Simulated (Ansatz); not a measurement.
`BCBC` + H₂ → `BCB` + CH₄ at 700 K and 1 bar (hydrogenolysis of a B–C bond).

Gas-phase electronic energies from Ansatz, PBE0-D4/def2-TZVP geometries. CBS: MP2 limit from def2 TZ/QZ plus the TZ coupled-cluster correction, frozen cores. This one scheme is used for every species. One conformer a species, not always the lowest.

```
species  CCSD(T)/CBS energy (Eh)  H − E (kJ/mol)  S (J/(mol·K))
 `BCBC`               -130.49141           329.2          442.8
     H₂                 -1.17544            46.8          155.3
  `BCB`                -91.21084           235.7          370.5
    CH₄                -40.46206           145.9          224.0
```

H − E and S are ideal-gas, rigid-rotor, harmonic terms from PBE0-D4/def2-TZVP, for one conformer and one mirror image of each species. The MP2-based limit puts H₂ 0.8 mEh under its directly extrapolated value; such offsets cancel only in part. 1 Eh = 2625.50 kJ/mol, R = 8.31446 J/(mol·K).

Question: By hand: ΔE, ΔH, ΔS and ΔG.

Answer: ΔE = (-91.21084) + (-40.46206) − (-130.49141) − (-1.17544) = -0.00605 Eh = -15.9 kJ/mol. Δ(H − E) = 235.7 + 145.9 − 329.2 − 46.8 = 5.6, so ΔH = -10.3 kJ/mol. ΔS = 370.5 + 224.0 − 442.8 − 155.3 = -3.6 J/(mol·K). ΔG = -10.3 − 700 × (-3.6)/1000 = -7.8 kJ/mol.

Question: By hand: the equilibrium constant, and the temperature at which ΔG would vanish if ΔH and ΔS stayed fixed.

Answer: log₁₀ K = −ΔG/(RT ln 10) = 0.6. ΔG = 0 at ΔH/ΔS = 2861 K, far beyond where these terms or the molecules hold.

The number of gas molecules stays the same, so ΔS is small and ΔH decides. A doubt of 5 kJ/mol in ΔE shifts log₁₀ K by 0.4 here. Other conformers and mirror images would add mixing entropy, several J/(mol·K) or more a flexible species. These are equilibria of isolated gas molecules and say nothing of rates. Largest T1 diagnostic: 0.011 (customary marks: 0.02 for closed shells, 0.045 for open ones).
